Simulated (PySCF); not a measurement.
**Ionisation energy of Si(2+) by level of theory**

Si(2+) [Ne] 3s2 (1S) → Si(3+) [Ne] 3s1 (2S), as a difference of total energies. Computed with PySCF 2.14 in aug-cc-pVQZ-DK (7s6p4d3f2g, 84 functions), with the spin-free X2C one-electron Hamiltonian (Gaussian nucleus). Correlated levels: valence: [Ne] frozen. The calculations carry no spin-orbit coupling.

| method | ionisation energy (eV) |
| --- | --- |
| UHF | 32.021 |
| LDA | 33.601 |
| PBE | 33.459 |
| PBE0 | 33.317 |
| r2SCAN | 32.935 |
| wB97X-V | 33.313 |
| TPSS | 33.258 |
| revPBE | 33.347 |
| SCS-MP2 (valence) | 33.105 |

Q: Estimate what CAM-B3LYP gives.

A: 33.627 eV, closest to LDA among the rows shown.

Q: Estimate what MP2 (valence) gives.

A: 32.924 eV, closest to r2SCAN among the rows shown.

Errors of the correlated levels include the incompleteness of this basis and the frozen core.

MP2 underrates the near-degeneracy of ns² with np² in the lower species.

For comparison: 33.493 eV (measured; NIST Atomic Spectra Database, ionization energies).
